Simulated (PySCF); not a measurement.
**Ga⁺: excitation energy**

Ga⁺ [Ar] 3d10 4s2 (1S) → Ga⁺ [Ar] 3d10 4s1 4p1 (3P), as a difference of total energies. All numbers are calculated (PySCF 2.14, the spin-free X2C one-electron Hamiltonian (Gaussian nucleus), in x2c-QZVPPall (11s7p5d4f1g, 94 functions)). Correlated levels: valence: [Ar] 3d10 frozen; valence and next inner shell: [Ne] frozen. The calculations carry no spin-orbit coupling.

```tsv
method	excitation energy (eV)
UHF	4.611
LDA	6.557
PBE	6.304
PBE0	5.954
r2SCAN	5.855
B3LYP	6.337
M06	6.871
r2SCAN0	5.683
MP2 (valence)	5.286
SCS-MP2 (valence)	5.480
MP2 (valence and next inner shell)	5.924
```

**Question.** Estimate what PW91 gives.

**Answer.** 6.308 eV, closest to PBE among the rows shown.

**Question.** Estimate what SCS-MP2 (valence and next inner shell) gives.

**Answer.** 6.024 eV, closest to PBE0 among the rows shown.

Errors of the correlated levels include the incompleteness of this basis and the frozen core.

The basis was made for the ground configuration and has no added diffuse functions, so the excitation energy can come out too high.

For comparison: 5.986 eV (measured; NIST levels, between the centres of gravity of the two terms).
